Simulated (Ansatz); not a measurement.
Coupled-cluster diagnostics for the cluster Cu₃⁺ (the lowest singlet isomer of a short search), Ansatz.

Geometry of the singlet (PBE0-D4/def2-TZVP):

```xyz
3

Cu   -1.350    0.033    0.309
Cu    0.546    0.973   -0.820
Cu    0.804   -1.006    0.511
```

Correlated methods freeze 27 core orbitals. The structure comes from a short search, and lower isomers may exist.

(1) Estimate the CCSD(T) correlation energy, the shares of MP2 and (T), T1 and the reference's ⟨S²⟩ for: charge 1, singlet, own geometry in def2-TZVPP; and the rough time on 4 threads of Arm Neoverse V1 on a shared host.

Results:

(1) 
```csv
state,basis,correlation (eV),MP2 share (%),(T) share (%),T1,⟨S²⟩ (pure),wall time
"charge 1, singlet, own geometry",def2-TZVPP,-36.867,110.3,4.3,0.025,0.00 (0.00),19 s
```
Customary marks for T1 are 0.02 (closed shells), 0.045 (open shells) and about 0.05 (3d metals). T1 exceeds 0.02 in 1 of 1 rows and 0.045 in 0; the higher it lies, the less the single-reference result can be trusted.
